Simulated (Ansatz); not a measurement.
A made-up structure of H3TeSO (charge +1), singlet:

```tsv
atom	x (Å)	y (Å)	z (Å)
O1	1.2635	-0.9449	1.5804
S2	0.7879	-0.8190	-0.0573
Te3	-1.1624	0.3427	-0.5772
H4	-2.4108	-0.5886	-1.2331
H5	-0.9808	1.7135	-1.5489
H6	1.8020	-0.1388	1.6149
```

It is relaxed with PBE-D4/def2-SVP and then PBE0-D4/def2-TZVP (Ansatz 0.2.0). Atoms count as bonded within 1.22 times the sum of their covalent radii (H–H: 0.88 Å). The end point is not checked to be a true minimum.

(1) Does its bonding change? (Judge from chemistry; the calculation decides.)

Answers

(1) By the calculation: No: no bond forms or breaks.

Where it ends: The first stage lowers the energy by 1.29 eV in 9 steps. It ends as H₃TeSO ([OH][S][TeH2]), total charge +1:
```
6
angstrom
O 1.0806 -0.8412 1.3784
S 0.7825 -0.8011 -0.2081
Te -1.2716 0.4887 -0.2405
H -2.1237 -0.5613 -1.2121
H -0.9038 1.4463 -1.5538
H 1.7355 -0.1666 1.6148
```

Labels in which every atom is bracketed show which atoms are joined, not bond orders.

For scale, one of the runs: PBE0-D4/def2-TZVP relaxation, 136 basis functions, launched by `ansatz run in.yaml --threads 2 --pin off --events-out ev --progress --plain --max-ram 4352MiB`. Hardware: 2 CPU threads of an Arm Neoverse V1, shared host. Wall time about 34 s.
